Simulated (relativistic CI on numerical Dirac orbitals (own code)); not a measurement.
# Radial parameters of Sn9+

These numbers are calculated, not measured: Dirac-Coulomb-Breit CI, separate exchange-only KLI orbitals for each configuration, a model potential for QED, unscaled Slater integrals (own radial code, finite nucleus).

Slater integrals F^k, G^k are unscaled and averaged over j, outside the closed core [Ar] 3d10; ζ comes from projecting the Hamiltonian with its Breit term on Σ l·s of the shell.

- 4s2.4p6.4d5: F^2(4d,4d) = 108580, F^4(4d,4d) = 72881, ζ(4d) = 4259.4 cm⁻¹; <r>(4d) = 0.9373, <r^2>(4d) = 1.008 (bohr units).
- 4s2.4p5.4d6: ζ(4p) = 44900, F^2(4d,4d) = 108760, F^4(4d,4d) = 73003, F^2(4p,4d) = 114580, G^1(4p,4d) = 145540, G^3(4p,4d) = 91078, ζ(4d) = 4273.1 cm⁻¹; <r>(4p) = 0.8387, <r^2>(4p) = 0.7967, <r>(4d) = 0.9355, <r^2>(4d) = 1.005 (bohr units).
- 4s2.4p6.4d4.4f: F^2(4d,4d) = 108930, F^4(4d,4d) = 73119, ζ(4d) = 4328.9, F^2(4d,4f) = 93493, F^4(4d,4f) = 60447, G^1(4d,4f) = 112300, G^3(4d,4f) = 70542, G^5(4d,4f) = 49927, ζ(4f) = 100.03 cm⁻¹; <r>(4d) = 0.9339, <r^2>(4d) = 1.002, <r>(4f) = 1.16, <r^2>(4f) = 1.58 (bohr units).

(1) Give the Racah parameters of the d shell in 4s2.4p6.4d5.

Averages of the first 10 configurations, taken without configuration mixing, which lowers the lowest level and can move excited configurations by several eV; other configurations of the list can lie among them:

```json
{"Configuration": "4s2.4p6.4d5", "Parity": "even", "States": "252", "Average energy above the lowest level (eV)": "9.9"}
{"Configuration": "4s2.4p5.4d6", "Parity": "odd", "States": "1260", "Average energy above the lowest level (eV)": "84.8"}
{"Configuration": "4s2.4p6.4d4.4f", "Parity": "odd", "States": "2940", "Average energy above the lowest level (eV)": "84.3"}
{"Configuration": "4s2.4p6.4d4.5s", "Parity": "even", "States": "420", "Average energy above the lowest level (eV)": "63.7"}
{"Configuration": "4s2.4p4.4d7", "Parity": "even", "States": "1800", "Average energy above the lowest level (eV)": "161.4"}
{"Configuration": "4s2.4p6.4d4.5p", "Parity": "odd", "States": "1260", "Average energy above the lowest level (eV)": "79.3"}
{"Configuration": "4s.4p6.4d6", "Parity": "even", "States": "420", "Average energy above the lowest level (eV)": "136.9"}
{"Configuration": "4s2.4p6.4d3.5s2", "Parity": "even", "States": "120", "Average energy above the lowest level (eV)": "122.0"}
{"Configuration": "4s2.4p6.4d3.5s.5p", "Parity": "odd", "States": "1440", "Average energy above the lowest level (eV)": "136.3"}
{"Configuration": "4s2.4p6.4d4.5d", "Parity": "even", "States": "2100", "Average energy above the lowest level (eV)": "102.6"}
```

Results:

(1) B = F²/49 − 5F⁴/441 = 1390 cm⁻¹ and C = 35F⁴/441 = 5784 cm⁻¹.
